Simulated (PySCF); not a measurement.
## How methods differ on the excitation energy of Cu(2+)

Cu(2+) [Ar] 3d9 (2D) → Cu(2+) [Ar] 3d8 4p1 (high-spin determinant), as a difference of total energies. Calculation: PySCF 2.14, in aug-cc-pVTZ-DK (8s7p5d3f2g, 93 functions); the spin-free X2C one-electron Hamiltonian (Gaussian nucleus). Correlated levels: valence: [Ar] frozen. The calculations carry no spin-orbit coupling.

| method | excitation energy (cm⁻¹) |
| --- | --- |
| UHF | 104620 |
| MP2 (valence) | 122480 |
| SCS-MP2 (valence) | 121750 |
| CCSD (valence) | 118310 |
| CCSD(T) (valence) | 118900 |

The determinant of the upper state mixes LS terms, which raises its energy above the lowest term, most at the Hartree-Fock and MP2 levels.
